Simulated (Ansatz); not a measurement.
One elementary step

Start structure (SiH3Cl3O, closed shell), relaxed at PBE0-D4/def2-TZVP:

```json
{"atom": "Si1", "x (Å)": "-0.9640", "y (Å)": "0.4488", "z (Å)": "-0.4950"}
{"atom": "H2", "x (Å)": "-1.2996", "y (Å)": "-0.0146", "z (Å)": "0.8515"}
{"atom": "Cl3", "x (Å)": "-0.3259", "y (Å)": "-1.0820", "z (Å)": "-1.6794"}
{"atom": "Cl4", "x (Å)": "-2.6410", "y (Å)": "1.2287", "z (Å)": "-1.3525"}
{"atom": "Cl5", "x (Å)": "0.4440", "y (Å)": "1.9218", "z (Å)": "-0.4536"}
{"atom": "H6", "x (Å)": "1.9399", "y (Å)": "-0.1509", "z (Å)": "1.2303"}
{"atom": "O7", "x (Å)": "1.2575", "y (Å)": "-0.8268", "z (Å)": "1.2345"}
{"atom": "H8", "x (Å)": "1.5890", "y (Å)": "-1.5249", "z (Å)": "0.6643"}
```

The step: SiHCl₃ ([Cl][SiH]([Cl])[Cl]) + H₂O → SiHCl₃O ([OH][Si]([Cl])([Cl])[Cl]) + H₂; bonds formed: Si1–O7, H2–H6; bonds broken: Si1–H2, H6–O7. Ansatz 0.2.0; basis: def2-TZVPP and def2-QZVPP; cores frozen in the correlated methods. Extrapolation: Hartree–Fock as exp(−7.88 √X), correlation as X^−2.97. Energies below are by CCSD(T) at an estimated basis limit (MP2 extrapolated from triple and quadruple zeta, plus CCSD(T) − MP2 in triple zeta).

(1) What are the electronic barrier and the energy of the step, from the start structure to the end structure? (To be estimated.)

No T1 diagnostic of these runs exceeds 0.011.

## Answers

(1) Computed: Barrier 168.1 kJ/mol; step energy -72.9 kJ/mol (downhill); reverse barrier, their difference, 241.0 kJ/mol. Barrier and step energy count from the start structure, the reverse barrier from the end structure.

The saddle point: One imaginary mode of 1336i cm⁻¹.
| pair | start (Å) | saddle (Å) | end (Å) |
| --- | --- | --- | --- |
| Si1–O7 | 3.09 | 1.80 | 1.62 |
| H2–H6 | 3.26 | 1.13 | 0.75 |
| Si1–H2 | 1.46 | 1.67 | 4.10 |
| H6–O7 | 0.96 | 1.14 | 2.80 |

Zero-point energy (harmonic, PBE0-D4): ZPE is 97.9 kJ/mol at the start and 91.6 kJ/mol at the saddle, so the barrier goes from 168.1 to 161.8 kJ/mol.

Labels in which every atom is bracketed show which atoms are joined, not bond orders.

For scale, one of the runs: CCSD(T)/def2-TZVPP, 241 basis functions, launched by `ansatz run in.yaml --threads 8 --pin off --events-out ev --progress --plain --max-ram 19148MiB`. Hardware: 8 CPU threads of an AMD EPYC 7B13, shared host. Wall time 48 s; peak host memory 4.3 GiB.
